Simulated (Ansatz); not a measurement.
Several settings on one geometry of Ge(GeH3)H3 (Ge₂H₆) (that of the charge 0 singlet, PBE0-D4/def2-TZVP). Ansatz on 4 threads of Intel Xeon on a shared host; times are rough.

Cartesian coordinates in Å:
```
Ge -0.003 0.008 -1.210
Ge 0.003 -0.007 1.210
H 0.831 1.170 1.750
H 0.614 -1.317 1.733
H -1.431 0.115 1.749
H 1.436 -0.021 -1.748
H -0.698 1.274 -1.735
H -0.752 -1.221 -1.750
```

Totals from different functionals, basis sets or treatments of relativity can't be compared as stabilities.

The 6-31G sets use Cartesian d functions. LC-ωPBE has ω = 0.4 bohr⁻¹.

Scalar relativity in a set contracted without it gives distorted totals.

The spins typed aren't always the lowest for that charge.

Task: Give the basis size and estimate the energy, ⟨S²⟩ and time of these runs.

| run | method | charge | state | further keys |
| --- | --- | --- | --- | --- |
| 1 | RKS CAM-B3LYP/def2-TZVP | 0 | singlet | fitting: {mean_field: def2-universal-jkfit}; scf: {lower_state_search: light} |
| 2 | RKS LC-ωPBE/6-31G | 0 | singlet | pseudopotentials: {relativity: none}; forces asked |
| 3 | UKS r2SCAN50-D4/def2-TZVP | -1 | doublet | pseudopotentials: {relativity: scalar}; scf: {lower_state_search: off}; forces asked |

Result: 
```tsv
run	functions	energy (Eh)	⟨S²⟩	wall time
1	132	-4157.8405	–	6.5 s
2	70	-4156.3248	–	4.8 s
3	132	-4191.7781	0.76	11 s
```

The highest occupied level of an anion often lies above zero with these methods, and sets without diffuse functions describe the outer electron poorly.
